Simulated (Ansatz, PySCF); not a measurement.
ClF₃H₂OSi₂, SMILES Cl[SiH2]O[Si](F)(F)F. Atoms are numbered in the order given.

```xyz
9

Si     1.1388    -0.5844     0.5456
F      1.5632    -1.7340     1.5612
F      1.7638    -0.9225    -0.8793
F      1.7685     0.7899     1.0505
O     -0.4695    -0.4928     0.4723
Si    -1.8178     0.3916     0.0800
Cl    -1.3120     1.7672    -1.3624
H     -2.8285    -0.5405    -0.4681
H     -2.2850     1.1157     1.2855
```
Charge 0, spin multiplicity 1.

Geometry optimised at PBE0-D3(BJ)/def2-SVP. The structure was generated by enumeration, and PubChem lists no compound with its InChIKey, so it may never have been made. The values are those of a single conformer.

Two levels are set side by side: PBE-D3(BJ)/def2-SVP (Ansatz, a first-principles code) and PBE0-D3(BJ)/def2-SVP (Ansatz). Each level has its own optimised geometry; the coordinates shown are those of the second. Frequencies come from the Hessian of PySCF at each geometry. Differences are taken from unrounded values.

```json
[
 {"quantity": "mean bond length (Å)", "PBE0-D3(BJ)": "1.634", "PBE-D3(BJ)": "1.649", "PBE-D3(BJ) minus PBE0-D3(BJ)": "0.016"},
 {"quantity": "bond Si1–F2 (Å)", "PBE0-D3(BJ)": "1.592", "PBE-D3(BJ)": "1.608", "PBE-D3(BJ) minus PBE0-D3(BJ)": "0.016"},
 {"quantity": "bond Si1–F3 (Å)", "PBE0-D3(BJ)": "1.592", "PBE-D3(BJ)": "1.608", "PBE-D3(BJ) minus PBE0-D3(BJ)": "0.015"},
 {"quantity": "bond Si1–F4 (Å)", "PBE0-D3(BJ)": "1.594", "PBE-D3(BJ)": "1.611", "PBE-D3(BJ) minus PBE0-D3(BJ)": "0.017"},
 {"quantity": "bond Si1–O5 (Å)", "PBE0-D3(BJ)": "1.613", "PBE-D3(BJ)": "1.633", "PBE-D3(BJ) minus PBE0-D3(BJ)": "0.020"},
 {"quantity": "bond O5–Si6 (Å)", "PBE0-D3(BJ)": "1.660", "PBE-D3(BJ)": "1.678", "PBE-D3(BJ) minus PBE0-D3(BJ)": "0.019"},
 {"quantity": "bond Si6–Cl7 (Å)", "PBE0-D3(BJ)": "2.056", "PBE-D3(BJ)": "2.071", "PBE-D3(BJ) minus PBE0-D3(BJ)": "0.014"},
 {"quantity": "bond Si6–H8 (Å)", "PBE0-D3(BJ)": "1.480", "PBE-D3(BJ)": "1.491", "PBE-D3(BJ) minus PBE0-D3(BJ)": "0.011"},
 {"quantity": "bond Si6–H9 (Å)", "PBE0-D3(BJ)": "1.482", "PBE-D3(BJ)": "1.495", "PBE-D3(BJ) minus PBE0-D3(BJ)": "0.013"},
 {"quantity": "highest harmonic wavenumber (cm⁻¹)", "PBE0-D3(BJ)": "2310", "PBE-D3(BJ)": "2234", "PBE-D3(BJ) minus PBE0-D3(BJ)": "-75"},
 {"quantity": "mean harmonic wavenumber (cm⁻¹)", "PBE0-D3(BJ)": "716", "PBE-D3(BJ)": "690", "PBE-D3(BJ) minus PBE0-D3(BJ)": "-25"},
 {"quantity": "zero-point energy (kcal/mol)", "PBE0-D3(BJ)": "21.49", "PBE-D3(BJ)": "20.73", "PBE-D3(BJ) minus PBE0-D3(BJ)": "-0.76"}
]
```

Exact exchange shortens and stiffens bonds; PBE has none. Differences between two approximate levels are no errors against the true value.
